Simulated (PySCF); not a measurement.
**Simulated absorption spectrum**

C₆H₆FN.
InChI=1S/C6H6FN/c1-2-6-3-5(7)4-8-6/h1,3,6,8H,4H2/t6-/m0/s1

Theory: PySCF 2.14.0, density-fitted response routines, TDDFT CAM-B3LYP/def2-SVPD, vertical, gas phase, core orbitals frozen in the response. One conformer (not necessarily the lowest) at the GFN2-xTB geometry, without solvent, vibrations or thermal averaging.

Computed states:

```
state  E (eV)       f
   S1    6.13   0.028
   S2    6.32  0.0082
   S3    6.48  0.0049
   S4    6.76   0.010
   S5    6.80   0.013
   S6    6.92   0.022
   S7    7.17   0.051
   S8    7.32   0.048
```

Each state is given a Gaussian of 0.3 eV full width at half maximum, with ε(max) = 2.175×10⁸ f / Δν̃ (Δν̃ the width in cm⁻¹). The width is an assumption, not a result. The curve ends short of the highest state used, and states not computed would add to its high-energy end.

Problem. Give the broadened spectrum and its maxima.

Solution. 
```tsv
λ (nm)	ε (L mol⁻¹ cm⁻¹)
184.4	2600
185.2	2213
186.0	1846
186.8	1525
187.5	1297
188.3	1106
189.1	986
189.9	932
190.7	933
191.5	979
192.2	1047
193.0	1154
193.8	1286
194.6	1442
195.4	1620
196.2	1818
196.9	2002
197.7	2216
198.5	2421
199.3	2599
200.1	2733
200.9	2805
201.6	2809
202.4	2741
203.2	2598
204.0	2390
204.8	2133
205.6	1846
206.3	1587
207.1	1298
207.9	1031
208.7	794
209.5	595
210.3	433
211.1	306
211.8	221
212.6	149
213.4	97
214.2	62
215.0	39
215.8	23
216.5	15
217.3	9
218.1	5
```

Maxima: 201 nm (6.16 eV), ε about 2800, made up of S1 (87%) and S2 (12%) (ε in L mol⁻¹ cm⁻¹; maxima over ε = 5, shares over 10%). At its high-energy end, 6.72 eV, the curve is still rising (ε about 2600, from S4, S5 and S6).

Problem. What would ε be at 6.16 eV, the highest of these maxima, with half the width (0.15 eV)?

Solution. About 4680 L mol⁻¹ cm⁻¹ against 2810, a factor of about 1.7; a lone state at its own centre would give exactly 2.

Problem. On this curve, what absorbance would a 10⁻⁵ mol/L sample give at 193 nm over a 1 cm path?

Solution. 193 nm is 6.424 eV, where ε is about 1200 L mol⁻¹ cm⁻¹, so A = ε c l ≈ 0.012 (Beer–Lambert, with the gas-phase spectrum and the assumed width).

Problem. Coming from long wavelengths, where does ε first pass 100 L mol⁻¹ cm⁻¹?

Solution. At about 213 nm (5.81 eV), 0.32 eV below S1.
